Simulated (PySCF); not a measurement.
## Static response to an electric field

Species: C₂H₇F₃GeSi.
Structure used (PBE0-D3(BJ)/def2-SVP), in Å, numbered top down from 1:
```xyz
14
C2H7F3GeSi angstrom
F     -1.9141    0.7055    1.4652
C     -1.8294    0.6875    0.1240
F     -1.1907    1.8163   -0.2400
F     -3.0781    0.7705   -0.3537
Si    -0.8996   -0.8866   -0.5059
C      0.7759   -0.9559    0.3126
Ge     1.9510    0.6008    0.0506
H     -0.8060   -0.7547   -1.9880
H     -1.7651   -2.0481   -0.1499
H      1.3079   -1.8446   -0.0662
H      0.6375   -1.1041    1.3963
H      3.3906    0.1948    0.4183
H      1.5009    1.7594    0.9521
H      1.9124    1.0431   -1.4233
```

Level: CAM-B3LYP/def2-SVPD (PySCF), static field, nuclei fixed, core orbitals frozen in the response. The polarisability tensor in these axes (au):

```
x   95.17  4.92  2.21
y    4.92 82.27  1.08
z    2.21  1.08 76.45
```

Q: Give the principal values, the mean and the anisotropy Δα = √{½[(α1 − α2)² + (α2 − α3)² + (α1 − α3)²]}.

A: Principal values 76.14, 80.63 and 97.12 au; mean 84.63 au = 12.54 Å³ = 13.95 × 10⁻⁴⁰ C²·m²/J; Δα = 19.13 au (23 % of the mean).

Q: What is the dipole moment, and where does it point?

A: (1.70, -2.15, -0.27) D, 2.75 D in size, pointing from the negative to the positive side. Measured along this direction, the outermost atoms are F4 at the negative end and H10 at the positive end.

Q: In a dilute gas of rigid molecules at 273 K, how does the orientational term μ²/3kT compare with the electronic polarisability?

A: In Gaussian units μ²/3kT = 66.82 Å³ against 12.54 Å³, a ratio of 5.33; the Debye molar polarisation (4π/3)N_A(α + μ²/3kT) is 200.2 cm³/mol, leaving out the vibrational part.

Q: What molar refraction does this α imply?

A: Lorentz–Lorenz: R = (4π/3)N_A α = 2.5225 cm³/(mol·Å³) × 12.54 Å³ = 31.6 cm³/mol, in the limit of long wavelengths.

Q: Directions of the eigenvectors, and the extent of the frame along each?

A: Largest value along (0.94, 0.32, 0.12), where the nuclei span 5.99 Å; middle along (-0.33, 0.94, 0.07), 4.26 Å; least along (-0.09, -0.10, 0.99), 3.37 Å. The response follows the extents in order.

Q: Give the eigenvalues of the traceless quadrupole moment Θ = ½Σq(3rr − r²1), origin at the centre of nuclear charge.

A: -5.33, 1.35, 3.98 D·Å. The values depend on the origin, since the dipole doesn't vanish. The electronic extent ⟨r²⟩ about the same centre is 1633 bohr², a root-mean-square distance of 2.23 Å for the 92 electrons.

Isolated species at its PBE0-D3(BJ)/def2-SVP geometry (one conformer only). The calculation is non-relativistic, for germanium too.

These values come from a run that also computed excited states and ΔSCF ions. On one thread of an Arm Neoverse N1, no GPU, on a shared host, this took 11 min wall and 1.1 GiB of memory at its peak.
